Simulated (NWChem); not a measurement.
System: CH2Cl2F2Si; SMILES [SiH](Cl)(C(F)F)Cl

NWChem input:

```
start job
memory heap 200 mb stack 900 mb global 1100 mb
geometry units angstroms noautosym nocenter noautoz
  F      0.125167     2.348154     0.646846
  C      0.763326     1.337028     0.003965
  F      0.603890     1.503444    -1.327393
  Si    -0.005121    -0.324488     0.574512
  Cl    -1.940170    -0.414513    -0.085144
  Cl     1.113661    -1.836089    -0.249838
  H      1.843783     1.410940     0.234729
  H      0.028380    -0.432060     2.051745
end
basis spherical
  * library def2-svp
end
dft
  xc xpbe96 cpbe96
  iterations 150
end
cosmo
  do_cosmo_smd true
  solvent water
end
task dft energy
```

Output (shortened):

```
             Northwest Computational Chemistry Package (NWChem) 7.3.0
             --------------------------------------------------------

                             Geometry "geometry" -> ""
                             -------------------------

 Output coordinates in angstroms (scale by  1.889725989 to convert to a.u.)

  No.       Tag          Charge          X              Y              Z
 ---- ---------------- ---------- -------------- -------------- --------------
    1 F                    9.0000     0.12516700     2.34815400     0.64684600
    2 C                    6.0000     0.76332600     1.33702800     0.00396500
    3 F                    9.0000     0.60389000     1.50344400    -1.32739300
    4 Si                  14.0000    -0.00512100    -0.32448800     0.57451200
    5 Cl                  17.0000    -1.94017000    -0.41451300    -0.08514400
    6 Cl                  17.0000     1.11366100    -1.83608900    -0.24983800
    7 H                    1.0000     1.84378300     1.41094000     0.23472900
    8 H                    1.0000     0.02838000    -0.43206000     2.05174500

 Effective nuclear repulsion energy (a.u.)     454.7069343522

  pbe96 is a nonlocal functional; adding pw91lda local functional.

                                 NWChem DFT Module
                                 -----------------

 Summary of "ao basis" -> "ao basis" (spherical)
 ------------------------------------------------------------------------------
       Tag                 Description            Shells   Functions and Types
 ---------------- ------------------------------  ------  ---------------------
 F                          def2-svp                 6       14   3s2p1d
 C                          def2-svp                 6       14   3s2p1d
 Si                         def2-svp                 8       18   4s3p1d
 Cl                         def2-svp                 8       18   4s3p1d
 H                          def2-svp                 3        5   2s1p

 in cosmo_initialize ...
 calling solv_data for solv:h2o

 solvent parameters
 solvname_short: h2o
 solvname_long:  water
 dielec:       78.4000
 dielecinf:     1.7769
 aqueous SMD model solvent descriptors
 dielec:       78.4000
 sola:          0.8200

          ---------------
          -cosmo- solvent
          ---------------
 Cosmo: York-Karplus, doi: 10.1021/jp992097l
 dielectric constant -eps-     =  78.40
 screen = (eps-1)/(eps    )    =   0.98724
 surface charge correction     = lagrangian

   van der Waals surface
 --------------------------

 ---------- ATOMIC COORDINATES (A.U.) ------------ VDWR(ANG.) --
     1    0.23653133    4.43736764    1.22236170     1.730
     2    1.44247698    2.52661656    0.00749276     1.850
     3    1.14118663    2.84109720   -2.50840905     1.730
     4   -0.00967729   -0.61319341    1.08567026     2.470
     5   -3.66638967   -0.78331599   -0.16089883     2.380
     6    2.10451413   -3.46970510   -0.47212536     2.380
     7    3.48424465    2.66628999    0.44357349     1.200
     8    0.05363042   -0.81647501    3.87723585     1.200
 number of segments per atom =        128
 number of   points per atom =        128
 atom (   nspa,  nppa )
 ----------------------
    1 (     75,     0 )       0
    2 (     18,     0 )       0
    3 (     76,     0 )       0
    4 (     37,     0 )       0
    5 (     89,     0 )       0
    6 (     90,     0 )       0
    7 (     50,     0 )       0
    8 (     33,     0 )       0
 number of -cosmo- surface points =      468
 molecular surface =    164.547 angstrom**2
 molecular volume  =    156.416 angstrom**3
 -lineq- algorithm             =   0
 -bem- low  level              =   3
 -bem- from -octahedral-
 gaussian surface charge width =   4.50000
 degree of switching           =   1.00000
 switching function tolerance  =   0.00010
 atomic radii =
 --------------
    1  9.000  1.730
    2  6.000  1.850
    3  9.000  1.730
    4 14.000  2.470
    5 17.000  2.380
    6 17.000  2.380
    7  1.000  1.200
    8  1.000  1.200
 ...... end of -cosmo- initialization ......

 nat:                     8
 ixmem:                  3618
 calling mnsol_interface()
 G(SMD-CDS) energy (kcal/mol)  =     3.465
 SMD-CDS SASA (angstrom**2)    =   163.023

[...]

                                COSMO-SMD solvation results
                                ---------------------------

             internal energy in gas <Psi(g)|H|Psi(g)> =     -1447.644910251609
         internal energy in solvent <Psi(s)|H|Psi(s)> =     -1447.643909317994
                               delta internal energy  =         0.001000933614 (    0.63 kcal/mol)
   total free energy in solvent <Psi(s)|H+V/2|Psi(s)> =     -1447.649777593566
 polarization energy contribution <Psi(s)|V/2|Psi(s)> =        -0.005868275572 (   -3.68 kcal/mol)
    total free energy in solvent including G(SMD-CDS) =     -1447.644255469328
                       G(SMD-CDS) energy contribution =         0.005522124239 (    3.47 kcal/mol)
     1 M fixed-concentration free energy of solvation =         0.000654782281 (    0.41 kcal/mol)

                       DFT Final Molecular Orbital Analysis
                       ------------------------------------

 Vector   35  Occ=2.000000D+00  E=-2.967581D-01
              MO Center= -7.0D-02, -7.8D-01,  1.4D-01, r^2= 4.5D+00
   Bfn.  Coefficient  Atom+Function         Bfn.  Coefficient  Atom+Function
  ----- ------------  ---------------      ----- ------------  ---------------
    91      0.413497  6 Cl pz                73      0.352294  5 Cl pz
    88      0.312727  6 Cl pz                70      0.270017  5 Cl pz
   102     -0.209493  8 H  s                 85      0.181602  6 Cl pz
   103     -0.171089  8 H  s                 67      0.156396  5 Cl pz
    45     -0.137723  4 Si s                 32      0.122623  3 F  px

 Vector   36  Occ=2.000000D+00  E=-2.913033D-01
              MO Center= -3.1D-01, -1.1D+00, -1.3D-01, r^2= 4.0D+00
   Bfn.  Coefficient  Atom+Function         Bfn.  Coefficient  Atom+Function
  ----- ------------  ---------------      ----- ------------  ---------------
    89      0.424660  6 Cl px                72     -0.342014  5 Cl py
    86      0.321700  6 Cl px                69     -0.260239  5 Cl py
    73     -0.204771  5 Cl pz                71      0.200152  5 Cl px
    83      0.186428  6 Cl px                91      0.179621  6 Cl pz
    70     -0.157188  5 Cl pz                66     -0.150848  5 Cl py

 Vector   37  Occ=2.000000D+00  E=-2.524637D-01
              MO Center=  3.8D-01,  7.6D-01,  8.2D-02, r^2= 3.7D+00
   Bfn.  Coefficient  Atom+Function         Bfn.  Coefficient  Atom+Function
  ----- ------------  ---------------      ----- ------------  ---------------
    19      0.246192  2 C  py                18      0.234693  2 C  px
    97      0.221890  7 H  s                 45     -0.220660  4 Si s
    17     -0.214589  2 C  s                 32      0.214621  3 F  px
     4      0.209266  1 F  px                 5      0.210084  1 F  py
    33      0.199784  3 F  py                51     -0.187910  4 Si py

 Vector   38  Occ=0.000000D+00  E=-2.321516D-02
              MO Center= -1.2D-01, -5.5D-01,  2.6D-01, r^2= 3.6D+00
   Bfn.  Coefficient  Atom+Function         Bfn.  Coefficient  Atom+Function
  ----- ------------  ---------------      ----- ------------  ---------------
    54     -0.588838  4 Si py                45      0.581497  4 Si s
    71     -0.453464  5 Cl px                53     -0.381690  4 Si px
    89      0.378615  6 Cl px                55     -0.346836  4 Si pz
    64     -0.333447  5 Cl s                 82     -0.259449  6 Cl s
    44      0.249270  4 Si s                 46      0.244104  4 Si s

 Vector   39  Occ=0.000000D+00  E=-1.415168D-02
              MO Center=  2.3D-02,  3.9D-02,  6.0D-01, r^2= 3.6D+00
   Bfn.  Coefficient  Atom+Function         Bfn.  Coefficient  Atom+Function
  ----- ------------  ---------------      ----- ------------  ---------------
    53      0.854250  4 Si px                54     -0.565929  4 Si py
    64      0.400324  5 Cl s                 82     -0.381499  6 Cl s
    71      0.319326  5 Cl px                50      0.303944  4 Si px
    90     -0.297145  6 Cl py                91     -0.239777  6 Cl pz
    22     -0.212490  2 C  py                51     -0.201455  4 Si py

 Vector   40  Occ=0.000000D+00  E= 2.769041D-02
              MO Center=  7.4D-02, -2.4D-01,  5.3D-01, r^2= 4.1D+00
   Bfn.  Coefficient  Atom+Function         Bfn.  Coefficient  Atom+Function
  ----- ------------  ---------------      ----- ------------  ---------------
   103     -1.047173  8 H  s                 55      0.994803  4 Si pz
    17      0.695332  2 C  s                 54     -0.627944  4 Si py
    45      0.400303  4 Si s                 23      0.337709  2 C  pz
    53     -0.283243  4 Si px                98     -0.257204  7 H  s
    52      0.248297  4 Si pz                73     -0.237802  5 Cl pz

     Multipole analysis of the density
     ---------------------------------

     L   x y z        total         alpha         beta         nuclear
     -   - - -        -----         -----         ----         -------
     0   0 0 0     -0.000000    -37.000000    -37.000000     74.000000

     1   1 0 0      0.605023      1.350095      1.350095     -2.095168
     1   0 1 0     -0.069631     -0.849631     -0.849631      1.629632
     1   0 0 1      0.634526      1.702607      1.702607     -2.770688

     2   2 0 0    -38.724913   -189.695733   -189.695733    340.666553
     2   1 1 0      1.498270      3.493500      3.493500     -5.488730
     2   1 0 1      0.799359     14.575785     14.575785    -28.352212
     2   0 2 0    -42.694295   -279.493441   -279.493441    516.292587
     2   0 1 1      0.123926     -1.677168     -1.677168      3.478261
     2   0 0 2    -40.061155    -73.049363    -73.049363    106.037571
```

Level: PBE/def2-SVP, SMD on the gas-phase geometry. The geometry was optimised at PBE0/def2-SVP. Solvent: water.
